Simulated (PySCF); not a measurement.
## Stationary points of LaO₂⁻

Level of theory: PBE0 in PySCF with La def2-TZVPD with ECP46, O def2-TZVPD; scalar-relativistic core potentials, no spin–orbit coupling; density-fitted integrals.

Relaxations began from a few typed shapes. The search is not exhaustive: other isomers or separated fragments can lie lower, and high-lying points may rest on an excited occupation.

(1) Order these stationary points by electronic energy, lowest first, in kJ/mol from the lowest minimum.
A. singlet C2v: La–O 2.159 Å (×2), O–O 1.465 Å; La–O–O 70.2° (×2), O–La–O 39.7°
B. singlet C2v: La–O 2.032 Å (×2); O–La–O 110.3°
C. singlet D∞h: La–O 2.131 Å (×2); O–La–O 180.0°

(2) Which of them are minima?

Answers

(1) B (0.0), C (124.5), A (194.9).

(2) By energy in kJ/mol, 0.0: minimum; 124.5: saddle point, 2 imaginary modes; 194.9: minimum.

Formally La is in oxidation state +3, with 0 electrons left for the f, d and s shells; the Mulliken f population is 0.18.

For the lowest minimum: the lowest empty level of this anion is unbound, so it and the gap depend on the basis.
